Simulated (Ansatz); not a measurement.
Relaxation of AsH₇OSi (10 atoms, charge 0, multiplicity 1), to a largest force component of 0.03 eV/Å in at most 50 steps.

Theory: RKS B3LYP-D4/def2-SVP in Ansatz.

```xyz
10
Properties=species:S:1:pos:R:3
Si -0.372 0.339 -1.149
O 0.693 1.165 1.610
H -0.804 -0.047 -2.528
H -1.601 0.610 -0.348
H 0.444 1.576 -1.256
H 0.709 0.254 1.940
As 0.915 -1.408 -0.309
H -0.161 1.502 1.925
H 0.153 -1.489 1.018
H 0.022 -2.502 -0.904
```

Problem. Where does it end, and by what steps?

Solution. It converged. The force dipped under the threshold on the way, but the program's further checks kept it going. After 35 steps the energy has fallen by 0.102 eV; H6 moved furthest, 1.27 Å.

```
step  energy less start (eV)  largest force component (eV/Å)  accepted
   0                  0.0000                           0.728       yes
   2                 -0.0327                           1.049        no
   4                 -0.0439                           0.819        no
   6                 -0.0565                           0.065       yes
   8                 -0.0600                           0.072       yes
  10                 -0.0624                           0.079       yes
  12                 -0.0598                           0.621        no
  14                 -0.0694                           0.128       yes
  16                 -0.0763                           0.210       yes
  18                 -0.0747                           0.581        no
  20                 -0.0887                           0.325       yes
  22                 -0.0638                           0.401        no
  24                 -0.0958                           0.062       yes
  26                 -0.0985                           0.117       yes
  28                 -0.0895                           0.312        no
  30                 -0.0998                           0.293        no
  32                 -0.1016                           0.088       yes
  34                 -0.1020                           0.040       yes
  35                 -0.1021                           0.008       yes
```

```xyz
10
Properties=species:S:1:pos:R:3
Si -0.487 0.270 -1.015
O 0.630 0.836 1.782
H -0.955 0.009 -2.410
H -1.694 0.386 -0.144
H 0.212 1.588 -1.032
H -0.243 1.067 2.129
As 1.019 -1.451 -0.318
H 0.988 1.682 1.478
H 0.108 -1.905 0.817
H 0.422 -2.481 -1.287
```

Whether the end is a true minimum wasn't checked by a vibrational analysis.

Run time: 76 s on 2 threads of Intel(R) Xeon(R) Platinum 8259CL CPU @ 2.50GHz (Skylake/Cascade Lake), with other jobs on the host, peak memory 0.23 GiB.
